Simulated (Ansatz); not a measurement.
Input for Ansatz (a quantum-chemistry and plane-wave program): R-CCSD(T)/aug-cc-pVTZ on BeH3N (SMILES [BeH][NH2]), atoms moved off the minimum.

Ansatz 0.2 input:
```yaml
crystal:
  periodic: [false, false, false]
  atoms:
    - {symbol: Be, position_ang: [-0.50707706, -0.09669625, -0.77414576]}
    - {symbol: H, position_ang: [-1.36676856, -0.20541854, -1.85604817]}
    - {symbol: N, position_ang: [0.36476294, 0.06991148, 0.42527084]}
    - {symbol: H, position_ang: [1.06669722, -0.61361773, 0.70153204]}
    - {symbol: H, position_ang: [0.27713071, 0.75509509, 1.13816365]}
basis:
  gaussian:
    orbitals: aug-cc-pVTZ
magnetization: {spin_polarized: false}
correlation: {method: ccsd_t, electrons: outside_noble_gas}
scf: {lower_state_search: off}
output: {forces: true}
```

The head of its log:

```
WARN ansatz: RAYON_NUM_THREADS=1 ignored (pool sized by the plan → 1); use --threads N
Functional definition: HF
these checks for a lower state are left out or cut short: starts, cluster_reference, orbital_swaps, neighbouring_geometries, increment
integrals: 0.44 GiB planned
918 factors; integrals over basis functions are off by at most 7.7e-4 eV
mean field: 0.28 GiB planned
mean field evaluation 1: about -1925.6690 eV, gradient 3.9e1 eV
mean field evaluation 2: about -1925.6693 eV, gradient 3.9e1 eV
mean field evaluation 4: about -1928.9023 eV, gradient 2.3e0 eV
mean field evaluation 8: about -1928.9305 eV, gradient 9.5e-2 eV
mean field -1928.93056998 eV, -70.8868909705 hartree, gradient 2.6e-6 eV, S^2 0.000000; 0 other end points of the search recorded, 0 dependent functions left out
2 core orbitals not correlated
reference -1928.93056998 eV, -70.8868909705 hartree; 5, 5 occupied and 154, 154 virtual orbitals, 918 factors
too little memory for Intel AMX tiles; the run may be slower
densities: 1.17 GiB planned
```

Q: What total energy does the run end on?

A: -71.1906 hartree (reference determinant -70.8869, T1 diagnostic 0.009).
